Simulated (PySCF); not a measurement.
hexachlorodisilane (Cl6Si2), singlet, at a GFN2-xTB geometry; M062X/STO-3G (PySCF).

Input for PySCF:
```python
from pyscf import gto, scf, dft

mol = gto.M(
    atom='''
Cl    2.10500227   -0.48858342   -1.56076457
Si    1.15002808   -0.11759071    0.17786792
Cl    1.92269327    1.56678871    0.97681015
Cl    1.52221827   -1.64568561    1.44232616
Si   -1.15002808    0.11759071   -0.17786792
Cl   -1.52391777    1.66420617   -1.41909364
Cl   -1.91738160   -1.55604237   -1.00404894
Cl   -2.10861444    0.45931652    1.56477085
''',
    basis='sto-3g',
    verbose=4,
)

mf = dft.RKS(mol)
mf.xc = 'm062x'
mf.kernel()
mf.analyze()
```

### Question
Predict the main parts of the log of this PySCF run.

### Answer

```
PySCF version 2.14.0

[INPUT] verbose = 4
[INPUT] num. atoms = 8
[INPUT] num. electrons = 130
[INPUT] charge = 0
[INPUT] spin (= nelec alpha-beta = 2S) = 0
[INPUT] symmetry False subgroup None
[INPUT] Mole.unit = angstrom
[INPUT] Symbol           X                Y                Z      unit          X                Y                Z       unit  Magmom
[INPUT]  1 Cl     2.105002270000  -0.488583420000  -1.560764570000 AA    3.977877781888  -0.923288852803  -2.949417582225 Bohr   0.0
[INPUT]  2 Si     1.150028080000  -0.117590710000   0.177867920000 AA    2.173238106759  -0.222214236693   0.336121655146 Bohr   0.0
[INPUT]  3 Cl     1.922693270000   1.566788710000   0.976810150000 AA    3.633363701844   2.960801556961   1.845903659195 Bohr   0.0
[INPUT]  4 Cl     1.522218270000  -1.645685610000   1.442326160000 AA    2.876575632109  -3.109895090038   2.725601424696 Bohr   0.0
[INPUT]  5 Si    -1.150028080000   0.117590710000  -0.177867920000 AA   -2.173238106759   0.222214236693  -0.336121655146 Bohr   0.0
[INPUT]  6 Cl    -1.523917770000   1.664206170000  -1.419093640000 AA   -2.879787221658   3.144893876111  -2.681698324712 Bohr   0.0
[INPUT]  7 Cl    -1.917381600000  -1.556042370000  -1.004048940000 AA   -3.623326100280  -2.940493917519  -1.897377512260 Bohr   0.0
[INPUT]  8 Cl    -2.108614440000   0.459316520000   1.564770850000 AA   -3.984703793903   0.867982427288   2.956988354203 Bohr   0.0

nuclear repulsion = 1213.95045150844
number of shells = 40
number of NR pGTOs = 216
number of NR cGTOs = 72
basis = sto-3g
ecp = {}

******** <class 'pyscf.dft.rks.RKS'> ********
method = RKS
initial guess = minao
damping factor = 0
level_shift factor = 0
DIIS = <class 'pyscf.scf.diis.CDIIS'>
diis_start_cycle = 1
diis_space = 8
diis_damp = 0
SCF conv_tol = 1e-09
SCF conv_tol_grad = None
SCF max_cycles = 50
direct_scf = True
direct_scf_tol = 1e-13
XC library pyscf.dft.libxc version 7.1.2
    S. Lehtola, C. Steigemann, M. J. T. Oliveira, and M. A. L. Marques,  SoftwareX 7, 1–5 (2018)
XC functionals = m062x
    Y. Zhao and D. G. Truhlar,  Theor. Chem. Acc. 120, 215 (2008)
    Y. Zhao and D. G. Truhlar,  Theor. Chem. Acc. 120, 215 (2008)
radial grids:
    Treutler-Ahlrichs [JCP 102, 346 (1995); DOI:10.1063/1.469408] (M4) radial grids

becke partition: Becke, JCP 88, 2547 (1988); DOI:10.1063/1.454033
pruning grids: <function nwchem_prune>
grids dens level: 3
symmetrized grids: False
atomic radii adjust function: <function treutler_atomic_radii_adjust>
small_rho_cutoff = 0
Set gradient conv threshold to 3.16228e-05
Initial guess from minao.
tot grids = 151640
init E= -3302.96275498622
  HOMO = -0.428940126547809  LUMO = -0.11636426047824  gap/eV = 8.50562
cycle= 1 E= -3303.6223148576  delta_E= -0.66  |g|= 0.68  |ddm|= 3.74
  HOMO = -0.350160103262735  LUMO = -0.0881980730832183  gap/eV = 7.12835
cycle= 2 E= -3303.70777301026  delta_E= -0.0855  |g|= 0.614  |ddm|= 2.76
  HOMO = -0.318810188007109  LUMO = 0.0308024809649469  gap/eV = 9.51345
cycle= 3 E= -3303.8604830823  delta_E= -0.153  |g|= 0.00856  |ddm|= 1.23
  HOMO = -0.319838425220214  LUMO = 0.0333072163632158  gap/eV = 9.60958
cycle= 4 E= -3303.86056208801  delta_E= -7.9e-05  |g|= 0.00158  |ddm|= 0.043
  HOMO = -0.319977114420048  LUMO = 0.0335242502726152  gap/eV = 9.61926
cycle= 5 E= -3303.86056529016  delta_E= -3.2e-06  |g|= 0.000123  |ddm|= 0.00993
  HOMO = -0.319990909491728  LUMO = 0.0335310167739353  gap/eV = 9.61982
cycle= 6 E= -3303.86056530758  delta_E= -1.74e-08  |g|= 8.71e-06  |ddm|= 0.000732
  HOMO = -0.319990066147634  LUMO = 0.0335324542599104  gap/eV = 9.61984
cycle= 7 E= -3303.86056530766  delta_E= -7.64e-11  |g|= 1.72e-06  |ddm|= 3.89e-05
  HOMO = -0.319990229814299  LUMO = 0.0335322172307666  gap/eV = 9.61984
Extra cycle  E= -3303.86056530767  delta_E= -8.19e-12  |g|= 9.44e-07  |ddm|= 6.24e-06
converged SCF energy = -3303.86056530767
**** SCF Summaries ****
Total Energy =                       -3303.860565307669276
Nuclear Repulsion Energy =            1213.950451508437482
One-electron Energy =                -6992.990274642375880
Two-electron Energy =                 2475.179257826269350
Two-electron Coulomb Energy =         2686.564439086148923
DFT Exchange-Correlation Energy =     -211.385181259879516
HOMO-LUMO gap [eV] =                     9.619835773278281
**** MO energy ****
MO #1   energy= -101.622096435376  occ= 2
MO #2   energy= -101.622089986178  occ= 2
MO #3   energy= -101.622060603455  occ= 2
MO #4   energy= -101.622052205739  occ= 2
MO #5   energy= -101.622046077152  occ= 2
MO #6   energy= -101.6220452178    occ= 2
MO #7   energy= -66.4968516413502  occ= 2
MO #8   energy= -66.4967326723484  occ= 2
MO #9   energy= -9.66548056906654  occ= 2
MO #10  energy= -9.66546593800065  occ= 2
MO #11  energy= -9.66520442230153  occ= 2
MO #12  energy= -9.66519699664756  occ= 2
MO #13  energy= -9.66517766215197  occ= 2
MO #14  energy= -9.6651718147909   occ= 2
MO #15  energy= -7.35752443266185  occ= 2
MO #16  energy= -7.35750293451853  occ= 2
MO #17  energy= -7.35720067747044  occ= 2
MO #18  energy= -7.35717379382795  occ= 2
MO #19  energy= -7.3571673074923   occ= 2
MO #20  energy= -7.35714053063555  occ= 2
MO #21  energy= -7.34642857366943  occ= 2
MO #22  energy= -7.34641740880549  occ= 2
MO #23  energy= -7.34639371629088  occ= 2
MO #24  energy= -7.34638816837604  occ= 2
MO #25  energy= -7.3463843160619   occ= 2
MO #26  energy= -7.34637857562667  occ= 2
MO #27  energy= -7.34635241153983  occ= 2
MO #28  energy= -7.34629776385488  occ= 2
MO #29  energy= -7.34617485222804  occ= 2
MO #30  energy= -7.34617263093625  occ= 2
MO #31  energy= -7.34616737711361  occ= 2
MO #32  energy= -7.34616561085002  occ= 2
MO #33  energy= -5.59865035930053  occ= 2
MO #34  energy= -5.59676923476305  occ= 2
MO #35  energy= -3.82051897488234  occ= 2
MO #36  energy= -3.82051773186942  occ= 2
MO #37  energy= -3.8184477779817   occ= 2
MO #38  energy= -3.81842080619634  occ= 2
MO #39  energy= -3.81841947572501  occ= 2
MO #40  energy= -3.81572144771435  occ= 2
MO #41  energy= -0.967756102245571 occ= 2
MO #42  energy= -0.954463820963363 occ= 2
MO #43  energy= -0.90098530789731  occ= 2
MO #44  energy= -0.900977498744939 occ= 2
MO #45  energy= -0.897352272860626 occ= 2
MO #46  energy= -0.897344370650369 occ= 2
MO #47  energy= -0.63918575174474  occ= 2
MO #48  energy= -0.566532426256854 occ= 2
MO #49  energy= -0.483696679025671 occ= 2
MO #50  energy= -0.477495169703699 occ= 2
MO #51  energy= -0.477486929107992 occ= 2
MO #52  energy= -0.459751834910158 occ= 2
MO #53  energy= -0.45973850575988  occ= 2
MO #54  energy= -0.400497395674221 occ= 2
MO #55  energy= -0.379204793850288 occ= 2
MO #56  energy= -0.379174125228701 occ= 2
MO #57  energy= -0.378384905550562 occ= 2
MO #58  energy= -0.378351990979646 occ= 2
MO #59  energy= -0.36435453458797  occ= 2
MO #60  energy= -0.364326107592701 occ= 2
MO #61  energy= -0.361785808090387 occ= 2
MO #62  energy= -0.361757290112765 occ= 2
MO #63  energy= -0.356997297009532 occ= 2
MO #64  energy= -0.355727429431216 occ= 2
MO #65  energy= -0.319990229814299 occ= 2
MO #66  energy= 0.0335322172307666 occ= 0
MO #67  energy= 0.109614055749651  occ= 0
MO #68  energy= 0.109630632294563  occ= 0
MO #69  energy= 0.119801831450121  occ= 0
MO #70  energy= 0.194036463065626  occ= 0
MO #71  energy= 0.219042309023141  occ= 0
MO #72  energy= 0.21905454649099   occ= 0
 ** Mulliken pop on meta-lowdin orthogonal AOs  **
 ** Mulliken pop  **
 ** Mulliken atomic charges  **
charge of    0Cl =     -0.20810
charge of    1Si =      0.62425
charge of    2Cl =     -0.20811
charge of    3Cl =     -0.20804
charge of    4Si =      0.62422
charge of    5Cl =     -0.20802
charge of    6Cl =     -0.20811
charge of    7Cl =     -0.20809
Dipole moment(X, Y, Z, Debye): -0.00007,  0.00011,  0.00008
```
